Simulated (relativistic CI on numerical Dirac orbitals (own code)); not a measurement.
# One change at a time: Gd63+

Base calculation: Dirac-Coulomb-Breit CI, orbitals from a KLI potential per configuration, model QED.

Configurations in the expansion: 1s, 2s, 2p, 3s, 3p, 3d, 4s, 4p, 4d, 4f, 5s, 5p, 5d, 5f, 5g, 6s, 6p, 6d. Levels of other configurations are missing.

Variants: (1) QED terms removed; (2) non-relativistic limit. Shifts of the energy above 1s 2S_1/2, in eV, for the lowest level and the first level of each name with at least 55 % of one term (blank where a level changes its place among those of its configuration and J or its character, or is not in the variant):

```
     Level     Base   Δ(1)     Δ(2)
 1s 2S_1/2      0.0    0.0      0.0
2p 2P°_1/2  44058.1  +75.7  -2264.4
 2s 2S_1/2  44071.7  +63.6  -2277.6
2p 2P°_3/2  44940.2  +74.5  -3146.5
3p 2P°_1/2  52495.7  +76.4  -2961.9
 3s 2S_1/2  52499.7  +72.8  -2965.9
 3d 2D_3/2  52757.5  +76.6  -3223.8
3p 2P°_3/2  52758.2  +76.0  -3224.4
 3d 2D_5/2  52835.7  +76.5  -3301.9
4p 2P°_1/2  55411.6  +76.5  -3168.7
 4s 2S_1/2  55413.2  +75.0  -3170.4
 4d 2D_3/2  55521.5  +76.6  -3278.6
4p 2P°_3/2  55521.7  +76.4  -3278.9
4f 2F°_5/2  55554.5  +76.6  -3311.7
```
